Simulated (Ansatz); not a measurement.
Reaction (isomerisation): `NB(O)CF` → `NBOCF`

Gas-phase electronic energies from Ansatz, PBE0-D4/def2-TZVP geometries. CBS: MP2 limit from def2 TZ/QZ plus the TZ coupled-cluster correction, frozen cores. One conformer a species, not always the lowest.

```tsv
species	MP2/def2-TZVPP energy (Eh)
`NB(O)CF`	-295.41352
`NBOCF`	-295.39694
```

Task: Work out ΔE.

Result: ΔE = (-295.39694) − (-295.41352) = 0.01658 Eh = +0.45 eV. CCSD(T)/CBS gives +0.47 eV.

Largest T1 diagnostic among the species: 0.012.

In def2-TZVPP, CCSD(T) changes the Hartree–Fock value by +0.09 eV (the triples alone add −0.01 eV) and MP2 by +0.12 eV.
